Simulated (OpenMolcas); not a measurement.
**Multiplet structure of Pt**

* Program: OpenMolcas 26.06
* Method: MS-RASPT2, IPEA 0.25 Eh, imaginary shift 0.1 Eh (closed shells correlated: 5s 5p)
* Basis: ANO-RCC-VTZP [8s7p5d3f1g]
* Scalar Hamiltonian: DKH2, point nucleus
* Active space: 10 electrons in 9 orbitals (RAS2 5d 6s; RAS3 6p, at most 2 electrons)
* State averaging: 2S+1 = 3 even, 15 roots; 2S+1 = 1 even, 20 roots kept (CI in the orbitals of an earlier block); 2S+1 = 3 odd, 3 roots; 2S+1 = 5 odd, 5 roots kept (CI in the orbitals of an earlier block); 2S+1 = 1 odd, 5 roots kept (CI in the orbitals of an earlier block, 0 in the spin-orbit step)
* Spin-orbit coupling: RASSI with atomic mean-field integrals over the reference wave functions, term energies averaged over their components

With spin-orbit coupling, above the lowest level:

```tsv
Configuration	Term	J	E (cm-1)	g	Term weight %	Second
5d9 6s	1D	2	0.0	1.053	62	28 3D
5d8 6s2	3F	4	200	1.241	96	4 1G
5d9 6s	3D	3	584	1.334	100	
5d10	1S	0	5160		94	6 5d8 6s2 3P
5d9 6s	3D	2	6830	1.116	42	18 5d8 6s2 3P
5d8 6s2	3F	3	9440	1.084	100	
5d9 6s	3D	1	11020	0.499	100	
5d9 6s	3D	2	12950	1.162	28	26 5d8 6s2 3P
5d8 6s2	3F	2	14940	1.003	57	39 3P
5d8 6s2	3P	1	18240	1.501	100	
5d8 6s2	3P	0	21270		94	6 5d10 1S
5d8 6s2	1G	4	21590	1.010	96	4 3F
5d8 6s2	1D	2	26240	0.999	54	21 3F
```

Against the 9 measured excited levels shown (NIST Handbook of Basic Atomic Spectroscopic Data) the mean absolute deviation is 1400 cm-1; the largest miss in energy is 5d8 6s2 3P0: computed 20690, measured 16983 cm-1 (+21.8 %), and the largest in proportion 5d9 6s 1D2 [62 %] (-175.2 %). These deviations count from the computed level that pairs with the measured ground level.

Spin-orbit coupling puts the lowest level 4195 cm-1 below the lowest spin-free term.

CASPT2 breaks the degeneracy within a term, and the mean is taken; among the terms shown or strongly mixed into the levels shown the widest spread is 980 cm-1 (5d8 6s2 1G). Over all roots computed the reference weight is 0.83 to 0.90; the roots of lowest weight are the least certain, and an intruder state may touch them. Some high roots are left out of the spin-orbit mixing, which shifts the levels that they would mix with. Some levels mix across a computed gap that differs much from the measured one, so their mixing is not that of the real levels. Terms from blocks run as CI alone lack orbitals of their own. The lowest computed level is not the ground level that NIST lists (3D3). Configurations are named by rounded mean occupations; where the s occupation lies near a half they are strongly mixed, a name can repeat and a true partner stay unpaired. A single d shell beside an s shell can misplace configurations of different d count against each other. The CASPT2 spread within a term exceeds the gap to the next term for 5d8 6s2 1D and 5d8 6s2 1G, so the order of their levels is uncertain. Computed and measured levels are paired by configuration, term and J; levels that our copy of the source lacks, or whose pairing is in doubt (as where it misses far off the trend of its configuration), stay unpaired and out of the deviations. Levels of configurations outside the active space are missing. The first state left out of the spin-orbit step lies near 37000 cm-1 above the lowest spin-free state of the reference (among the parities and spins computed), and the list stops at four fifths of that energy or lower.

The term weight is that of the spin-free term in the level, not the purity of its configuration. A share in square brackets marks a mixed level and gives the weight of the term that names it.
